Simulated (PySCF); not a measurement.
## Frontier orbitals and the lowest excitations

C5H6F3NO.
SMILES with atom numbers: `[CH3:1][NH:2][C:3](=[O:4])/[CH:5]=[CH:6]\[C:7]([F:8])([F:9])[F:10]` (hydrogens: H11, H12, H13 on C1; H14 on N2; H15 on C5; H16 on C6)

Cartesian coordinates in Å at the PBE0-D3(BJ)/def2-SVP level; atoms count from 1:
```
atom  x, y, z in Å
C1     2.184    0.401    0.815
N2     0.930   -0.097    0.318
C3     0.528    0.116   -0.957
O4     1.200    0.661   -1.812
C5    -0.836   -0.394   -1.317
C6    -1.988   -0.226   -0.662
C7    -2.161    0.471    0.655
F8    -1.741   -0.300    1.683
F9    -1.484    1.616    0.735
F10   -3.446    0.738    0.874
H11    2.718    0.856   -0.028
H12    2.801   -0.411    1.233
H13    2.033    1.166    1.594
H14    0.293   -0.552    0.959
H15   -0.862   -0.879   -2.297
H16   -2.921   -0.606   -1.085
```

Method used: TDDFT wB97X-D/def2-SVPD, vertical, gas phase, core orbitals frozen in the response in PySCF 2.14.0, density-fitted response routines.

Kohn–Sham orbitals with the atoms that hold most of them (Löwdin shares over 4%, at most four atoms; ? is withheld):

| orbital | ε (eV) | atoms |
| --- | --- | --- |
| LUMO+2 | 2.47 | C1 19%, H12 9%, H15 9%, H16 8% |
| LUMO+1 | 2.09 | C6 14%, C5 14%, C1 11%, C3 8% |
| LUMO | ? | C5 28%, C6 28%, C3 10%, O4 8% |
| HOMO | -9.62 | ? |
| HOMO-1 | -9.77 | ? |
| HOMO-2 | -10.93 | C6 35%, C5 32%, O4 9%, C3 6% |
| HOMO-3 | -12.77 | C5 14%, O4 13%, C6 12%, C3 10% |

Problem. Which atoms hold the HOMO-1, and with what shares?

Solution. O4 (bonded to C) 67%; C3 (bonded to C, N and O) 9%; C5 (bonded to 2 C and H) 9%; C6 (bonded to 2 C and H) 5%. By element: oxygen 67%, carbon 23% or more.

Problem. Which atoms hold the HOMO, and with what shares?

Solution. N2 (bonded to 2 C and H) 44%; O4 (bonded to C) 26%; C1 (bonded to N and 3 H) 9%; C3 (bonded to C, N and O) 8%. By element: nitrogen 44%, oxygen 26%, carbon 17% or more.

Problem. What is the LUMO energy, and the HOMO–LUMO gap?

Solution. ε(LUMO) = 0.08 eV; the gap is 9.70 eV (0.3565 hartree).

Problem. How does S1 compare with the orbital gap of 9.70 eV?

Solution. S1 is at 4.88 eV (f = 0.015), 4.82 eV below the gap, made of HOMO-1→LUMO (86%). Its leading pair isn't HOMO and LUMO; the energies of that pair differ by 9.85 eV. 

Problem. Give energy, strength and leading configuration of S1, S2, S3 and S5, and follow the Löwdin shares of the leading atoms from the occupied to the empty orbital.

Solution. 
- S1 (4.88 eV, f 0.015), HOMO-1→LUMO (86%): O4 67% → 8%, C3 9% → 10%, C5 9% → 28%, C6 5% → 28%
- S2 (5.57 eV, f 0.044), HOMO→LUMO (96%): N2 44% → at most 9%, O4 26% → 8%, C5 at most 9% → 28%, C6 at most 9% → 28%
- S3 (6.91 eV, f 0.251), HOMO-2→LUMO (81%): C6 35% → 28%, C5 32% → 28%
- S5 (7.51 eV, f 0.018), HOMO→LUMO+1 (73%): N2 44% → at most 8%, O4 26% → at most 8%, C6 at most 9% → 14%, C5 at most 9% → 14%

One conformer stands for the species.
